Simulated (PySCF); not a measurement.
SMILES O=C(OC[CH2])C, doublet at its CAM-B3LYP/def2-SVP optimised geometry (Å):

```
13

C     -1.7322     0.0575    -3.9825
C     -0.3713    -0.3900    -3.5984
O      0.0607     0.1722    -2.3457
C     -0.4316    -0.3993    -1.2347
C      0.0817     0.2879     0.0000
O     -1.1807    -1.3380    -1.2515
H     -2.5413    -0.6557    -4.1445
H     -1.9499     1.1268    -4.0416
H      0.3843    -0.0334    -4.3168
H     -0.3182    -1.4853    -3.5376
H     -0.2443     1.3380     0.0000
H      1.1807     0.2879     0.0000
H     -0.2997    -0.2240     0.8900
```

Level of theory: unrestricted CAM-B3LYP/def2-TZVP in PySCF.

Map of the Laplacian of the electron density (e/bohr⁵) on the plane z = 1.5 Å:

```
|0000000000000000000000000000000|
|0000000000000000000000000000000|
|0000000000000000000000000000000|
|0000000000000000000000000000000|
|0000000000000000000000000000000|
|0000000000000000000000000000000|
|0000000000000000000000000000000|
|0000000000000000000000000000000|
|0000000000000000000000000000000|
|0000000000000000000000000000000|
|0000000000000111100000000000000|
|0000000000001111111000000000000|
|0000000000011232221100000000000|
|0000000000113444321100000000000|
|0000000000124676532100000000000|
|0000000000136898632100000000000|
|0000000000136998632100000000000|
|0000000000125887521100000000000|
|0000000000013454311000000000000|
|0000000000001222110000000000000|
|0000000000000111000000000000000|
|0000000000000000000000000000000|
|0000000000000000000000000000000|
|0000000000000000000000000000000|
|0000000000000000000000000000000|
|0000000000000000000000000000000|
|0000000000000000000000000000000|
|0000000000000000000000000000000|
|0000000000000000000000000000000|
|0000000000000000000000000000000|
|0000000000000000000000000000000|
```
Scale: ten equal steps from 0.000 (start of '0') to 0.074 (end of '9'), in the order '0123456789'; x runs from -3.50 to 3.50, y from -3.50 (bottom) to 3.50 (top).
